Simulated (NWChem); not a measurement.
The numbers come from NWChem runs, not from measurements. System: F2Si, charge 0, spin multiplicity 1, displaced from the optimised geometry. The structure started from a generated list of species.

Input file:

```
start mol
memory heap 200 mb stack 900 mb global 1100 mb
geometry units angstroms nocenter noautoz noautosym
  Si     0.000000     0.000000     0.588083
  F     -1.246491     0.000000    -0.457398
  F      2.492982     0.000000    -1.502880
end
basis spherical
  * library cc-pvdz
end
dft
  xc xpbe96 cpbe96
  semidirect memsize 60000000 filesize 0
  iterations 100
end
task dft energy
```

The output up to the point where the run's verdict is printed (cleaned and shortened):

```
             Northwest Computational Chemistry Package (NWChem) 7.3.0
             --------------------------------------------------------

                                NWChem Input Module
                                -------------------

 Scaling coordinates for geometry "geometry" by  1.889725989
 (inverse scale =  0.529177249)

                             Geometry "geometry" -> ""
                             -------------------------

 Output coordinates in angstroms (scale by  1.889725989 to convert to a.u.)

  No.       Tag          Charge          X              Y              Z
 ---- ---------------- ---------- -------------- -------------- --------------
    1 Si                  14.0000     0.00000000     0.00000000     0.58808300
    2 F                    9.0000    -1.24649100     0.00000000    -0.45739800
    3 F                    9.0000     2.49298200     0.00000000    -1.50288000

 Effective nuclear repulsion energy (a.u.)      72.5149752722

            Nuclear Dipole moment (a.u.)
            ----------------------------
        X                 Y               Z
 ---------------- ---------------- ----------------
    21.1997379351     0.0000000000   -17.7810743334


 Summary of "ao basis" -> "" (spherical)
 ------------------------------------------------------------------------------
       Tag                 Description            Shells   Functions and Types
 ---------------- ------------------------------  ------  ---------------------
 *                          cc-pvdz                   on all atoms

  pbe96 is a nonlocal functional; adding pw91lda local functional.

                                 NWChem DFT Module
                                 -----------------

 Summary of "ao basis" -> "ao basis" (spherical)
 ------------------------------------------------------------------------------
       Tag                 Description            Shells   Functions and Types
 ---------------- ------------------------------  ------  ---------------------
 Si                         cc-pvdz                  8       18   4s3p1d
 F                          cc-pvdz                  6       14   3s2p1d
[...]
 d= 0,ls=0.5,diis    52   -488.7495724988  1.25D-05  4.88D-05  2.73D-03     6.0
 d= 0,ls=0.5,diis    53   -488.7495199518  5.25D-05  3.99D-05  3.15D-03     6.1
 d= 0,ls=0.5,diis    54   -488.7494794714  4.05D-05  5.02D-05  3.43D-03     6.2
 d= 0,ls=0.5,diis    55   -488.7494090893  7.04D-05  3.22D-05  3.94D-03     6.3
 d= 0,ls=0.5,diis    56   -488.7493710881  3.80D-05  4.65D-05  4.16D-03     6.4
 d= 0,ls=0.5,diis    57   -488.7494056059 -3.45D-05  5.90D-05  3.84D-03     6.5
 d= 0,ls=0.5,diis    58   -488.7494569532 -5.13D-05  4.91D-05  3.48D-03     6.6
 d= 0,ls=0.5,diis    59   -488.7494933467 -3.64D-05  2.39D-05  3.26D-03     6.7
 d= 0,ls=0.5,diis    60   -488.7494803644  1.30D-05  1.00D-04  3.41D-03     6.7
 d= 0,ls=0.5,diis    61   -488.7495946213 -1.14D-04  6.41D-05  2.59D-03     6.8
 d= 0,ls=0.5,diis    62   -488.7496518480 -5.72D-05  2.62D-05  2.27D-03     6.9
 d= 0,ls=0.5,diis    63   -488.7496510440  8.04D-07  5.79D-05  2.34D-03     7.0
 d= 0,ls=0.5,diis    64   -488.7497059149 -5.49D-05  4.26D-05  1.96D-03     7.1
 d= 0,ls=0.5,diis    65   -488.7497393921 -3.35D-05  3.57D-05  1.76D-03     7.2
 d= 0,ls=0.5,diis    66   -488.7497648702 -2.55D-05  3.07D-05  1.61D-03     7.3
 d= 0,ls=0.5,diis    67   -488.7497844613 -1.96D-05  2.23D-05  1.51D-03     7.4
 d= 0,ls=0.5,diis    68   -488.7497957281 -1.13D-05  1.73D-05  1.45D-03     7.5
 d= 0,ls=0.5,diis    69   -488.7498029092 -7.18D-06  1.59D-05  1.41D-03     7.6
 d= 0,ls=0.5,diis    70   -488.7498108089 -7.90D-06  1.33D-05  1.37D-03     7.7
 d= 0,ls=0.5,diis    71   -488.7498166298 -5.82D-06  1.33D-05  1.34D-03     7.8
 d= 0,ls=0.5,diis    72   -488.7498242453 -7.62D-06  1.43D-05  1.29D-03     7.9
 d= 0,ls=0.5,diis    73   -488.7498324039 -8.16D-06  7.74D-06  1.24D-03     8.0
 d= 0,ls=0.5,diis    74   -488.7498299606  2.44D-06  4.30D-06  1.26D-03     8.1
 d= 0,ls=0.5,diis    75   -488.7498273928  2.57D-06  5.91D-06  1.28D-03     8.2
 d= 0,ls=0.5,diis    76   -488.7498233004  4.09D-06  6.78D-06  1.31D-03     8.2
 d= 0,ls=0.5,diis    77   -488.7498178322  5.47D-06  5.26D-06  1.35D-03     8.3
 d= 0,ls=0.5,diis    78   -488.7498138372  3.99D-06  2.20D-06  1.37D-03     8.4
 d= 0,ls=0.5,diis    79   -488.7498146921 -8.55D-07  2.59D-05  1.36D-03     8.5
 d= 0,ls=0.5,diis    80   -488.7498325417 -1.78D-05  1.90D-05  1.23D-03     8.6
 d= 0,ls=0.5,diis    81   -488.7498456179 -1.31D-05  1.75D-05  1.15D-03     8.7
 d= 0,ls=0.5,diis    82   -488.7498561680 -1.06D-05  2.10D-05  1.09D-03     8.8
 d= 0,ls=0.5,diis    83   -488.7498674982 -1.13D-05  2.53D-05  1.01D-03     8.9
 d= 0,ls=0.5,diis    84   -488.7498801749 -1.27D-05  2.71D-05  9.25D-04     9.0
 d= 0,ls=0.5,diis    85   -488.7498935351 -1.34D-05  2.95D-05  8.42D-04     9.1
 d= 0,ls=0.5,diis    86   -488.7499089478 -1.54D-05  1.66D-05  7.48D-04     9.2
 d= 0,ls=0.5,diis    87   -488.7499150113 -6.06D-06  1.35D-05  7.17D-04     9.3
 d= 0,ls=0.5,diis    88   -488.7499198797 -4.87D-06  1.30D-05  6.94D-04     9.4
 d= 0,ls=0.5,diis    89   -488.7499262081 -6.33D-06  1.66D-05  6.57D-04     9.5
 d= 0,ls=0.5,diis    90   -488.7499347818 -8.57D-06  1.61D-05  6.01D-04     9.6
 d= 0,ls=0.5,diis    91   -488.7499426954 -7.91D-06  1.66D-05  5.50D-04     9.6
 d= 0,ls=0.5,diis    92   -488.7499504837 -7.79D-06  2.06D-05  5.01D-04     9.7
 d= 0,ls=0.5,diis    93   -488.7499597550 -9.27D-06  2.21D-05  4.39D-04     9.8
 d= 0,ls=0.5,diis    94   -488.7499688551 -9.10D-06  2.18D-05  3.81D-04     9.9
 d= 0,ls=0.5,diis    95   -488.7499770966 -8.24D-06  2.03D-05  3.30D-04    10.0
 d= 0,ls=0.5,diis    96   -488.7499841762 -7.08D-06  1.86D-05  2.86D-04    10.1
 d= 0,ls=0.5,diis    97   -488.7499901831 -6.01D-06  1.82D-05  2.50D-04    10.2
 d= 0,ls=0.5,diis    98   -488.7499956164 -5.43D-06  1.40D-05  2.16D-04    10.3
 d= 0,ls=0.5,diis    99   -488.7499990239 -3.41D-06  1.15D-05  1.97D-04    10.4
 d= 0,ls=0.5,diis   100   -488.7500014087 -2.38D-06  9.43D-06  1.84D-04    10.5
```

The run did not converge; its last values are not results. The next line reads: Calculation failed to converge. NWChem stopped with the message: dft energy failed.
